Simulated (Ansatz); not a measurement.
Relaxation of C$_{2}$H$_{7}$AlO$_{2}$ (12 atoms, charge 0, multiplicity 1), to a largest force component of 0.02 eV/Å in at most 40 steps.

All numbers below come from RKS PBE0/STO-3G in Ansatz 0.2.0.

```xyz
12
Properties=species:S:1:pos:R:3:forces:R:3
O -1.502 -0.995 1.300 -2.66 -0.63 1.40
C -0.809 0.072 0.690 0.62 1.70 0.76
C 0.372 -0.520 -0.046 4.88 3.55 2.29
O 0.077 -1.442 -1.007 -1.18 -4.10 -2.78
Al 1.560 0.905 -0.869 0.47 1.23 1.19
H -2.318 -0.491 1.735 1.05 -0.88 -0.50
H -0.429 0.785 1.479 -0.18 -0.01 -0.65
H -1.405 0.647 -0.041 -0.57 0.30 -0.05
H 1.046 -1.028 0.754 -1.24 0.40 -1.31
H -0.540 -0.963 -1.651 -0.13 0.16 -0.04
H 1.832 0.906 -2.401 -0.23 -0.06 1.11
H 2.192 2.069 0.088 -0.84 -1.66 -1.42
```

Task: Where does it end, and by what steps?

Result: The forces met the threshold. The force dipped under the threshold on the way, but the program's further checks kept it going. Limits of this set-up: minimal basis. After 17 steps the energy has fallen by 0.816 eV; H11 moved furthest, 0.62 Å.

| step | energy less start (eV) | largest force component (eV/Å) | accepted |
| --- | --- | --- | --- |
| 0 | 0.0000 | 4.883 | yes |
| 1 | -0.7021 | 1.381 | yes |
| 2 | -0.7979 | 0.409 | yes |
| 3 | -0.8059 | 0.083 | yes |
| 4 | -0.8071 | 0.052 | yes |
| 5 | -0.8090 | 0.123 | yes |
| 6 | -0.8089 | 0.205 | no |
| 7 | -0.8114 | 0.051 | yes |
| 8 | -0.8128 | 0.099 | yes |
| 9 | -0.8136 | 0.066 | yes |
| 10 | -0.8149 | 0.059 | yes |
| 11 | -0.8150 | 0.117 | yes |
| 12 | -0.8158 | 0.070 | yes |
| 13 | -0.8161 | 0.030 | yes |
| 14 | -0.8160 | 0.055 | no |
| 15 | -0.8163 | 0.011 | yes |
| 16 | -0.8164 | 0.030 | yes |
| 17 | -0.8164 | 0.014 | yes |

```xyz
12
Properties=species:S:1:pos:R:3
O -1.485 -0.945 1.390
C -0.830 0.110 0.625
C 0.464 -0.474 -0.038
O 0.146 -1.571 -0.968
Al 1.576 0.932 -0.788
H -2.309 -0.456 1.747
H -0.552 0.972 1.276
H -1.503 0.515 -0.167
H 1.010 -0.979 0.784
H -0.415 -1.089 -1.674
H 1.389 1.301 -2.230
H 2.585 1.629 0.076
```

Whether the end is a true minimum wasn't checked by a vibrational analysis.

Run time: 37 s on 1 thread of Arm Neoverse V2 (shared host), peak memory 0.12 GiB.
